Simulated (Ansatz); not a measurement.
Consider the silylene loss: `CC(F)[SiH2][SiH3]` → `CC(F)[SiH3]` + `[SiH2]`.

Isolated molecules relaxed with PBE0-D4/def2-TZVP in Ansatz; ΔE leaves out vibrations. CBS: MP2 limit from def2 TZ/QZ plus the TZ coupled-cluster correction, frozen cores. This one scheme is used for every species. DFT in def2-TZVPP. B3LYP here is the variant with VWN-RPA as its local correlation; programs differ in this. Each species was taken in one conformer, which may not be the lowest.

Q: Is it downhill or uphill in electronic energy at CCSD(T)/CBS, and by how much? (Best estimate.)

A: Ansatz gave: Uphill: ΔE = +238.7 kJ/mol.

Q: What do these levels give: PBE-D4, PBE0-D4, ωB97X-V, B2PLYP, PBE, PBE0, B3LYP, SCS-MP2/def2-TZVPP, CCSD/def2-TZVPP, CCSD(T)/def2-TZVPP, SCS-MP2/def2-QZVPP, CCSD/CBS(def2)? (An estimate is asked.)

A: Ansatz gave: PBE-D4 254.2, PBE0-D4 259.2, ωB97X-V 250.1, B2PLYP 231.5, PBE 245.9, PBE0 251.7, B3LYP 222.3, SCS-MP2/def2-TZVPP 233.1, CCSD/def2-TZVPP 226.6, CCSD(T)/def2-TZVPP 232.2, SCS-MP2/def2-QZVPP 237.1, CCSD/CBS(def2) 233.1 kJ/mol.

Largest T1 diagnostic among the species: 0.014.

From PBE to PBE0 (25 % exact exchange), in def2-TZVPP and without D4, ΔE moves by +5.9 kJ/mol. The D4 term adds +13.3 kJ/mol with B3LYP and +7.4 kJ/mol with PBE0; it sums over pairs of atoms, weighted by their polarisabilities, and B3LYP, whose exchange is more repulsive, gets the larger term.
